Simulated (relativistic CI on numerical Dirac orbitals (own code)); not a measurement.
**Energy levels of Dy⁴⁺**

Method of calculation: Dirac-Coulomb-Breit CI, orbitals from a KLI potential per configuration, model QED, valence Slater integrals scaled by 0.85 (own radial code, finite nucleus).

CI space (outside the closed core [Xe]): 4f8.

The lowest level is 4f8 7F_6, with 94 % of that term; Hund's rules for 4f8 give 7F with J = 6, in agreement.

```tsv
No.	Configuration	Term	J	E (cm⁻¹)	%	Landé g	Lifetime (s)
1	4f8	7F	6	0.0	94	1.490	
2	4f8	7F	5	2510.1	96	1.492	1.35e+00
3	4f8	7F	4	3955.0	94	1.492	3.89e+00
4	4f8	7F	3	5133.7	93	1.493	5.07e+00
5	4f8	7F	2	5951.7	93	1.494	1.19e+01
6	4f8	7F	1	6502.0	93	1.495	3.12e+01
7	4f8	7F	0	6769.2	93		1.70e+02
8	4f8	5D	4	20692.3	89	1.484	4.53e-02
9	4f8	5L	10	26568.4	92	1.190	
10	4f8	5G	6	27274.0	56	1.247	2.98e-02
11	4f8	5D	3	27740.9	88	1.474	2.51e-02
12	4f8	5L	9	28438.1	94	1.130	3.44e+00
13	4f8	5G	5	29015.9	65	1.206	3.81e-02
14	4f8	5L	8	29387.9	91	1.047	1.61e+01
15	4f8	5G	4	29507.3	67	1.085	5.14e-02
16	4f8	5L	7	29680.8	81	0.945	8.55e+00
17	4f8	5D	2	29705.3	66	1.460	2.86e-02
18	4f8	5L	6	29893.4	77	0.783	2.92e-01
19	4f8	5G	3	30386.3	78	0.881	7.20e-02
20	4f8	5G	2	31096.7	91	0.379	1.41e-01
21	4f8	5H	7	32695.0	76	1.236	5.16e-01
22	4f8	5D	1	32883.4	76	1.468	2.38e-02
23	4f8	5D	0	33409.2	69		2.43e-02
24	4f8	5H	6	34690.9	59	1.196	1.22e-01
25	4f8	5H	5	35797.9	50	1.101	1.02e-01
26	4f8	5H	4	36491.2	55	0.915	1.12e-01
27	4f8	5H	3	37085.8	82	0.570	1.61e-01
28	4f8	5I	8	37371.1	82	1.224	3.99e-01
29	4f8	5F	5	37687.3	81	1.367	2.96e-02
30	4f8	5F	4	38236.7	71	1.304	6.85e-02
```

Energies count from the lowest computed level; lifetimes are radiative, by E1, M1, E2, M2 decay to levels of this space only; some are left blank where a channel outside the calculation adds to the decay or the decay crosses a small, uncertain gap.

The mean weight of the leading LS term, summed over parents, in these 30 levels is 80 %, and that of the leading jj configuration (from the same eigenvectors) 44 %, so LS coupling describes them better.

One configuration and one scale for all Slater integrals: terms of lower spin can come out thousands of cm⁻¹ low, and their order can be wrong.

Landé's interval rule says that E(J) − E(J−1) = AJ with one A. For the ground term the intervals give A = -267.2, -275.1, -272.7, -294.7, -289.0, -418.3 cm⁻¹ for J = 1, 2, 3, 4, 5, 6; the multiplet is inverted.

LS names give the leading component of a level, which can be under half, so a name can repeat, a term be missing and a line seem to break the LS rules.
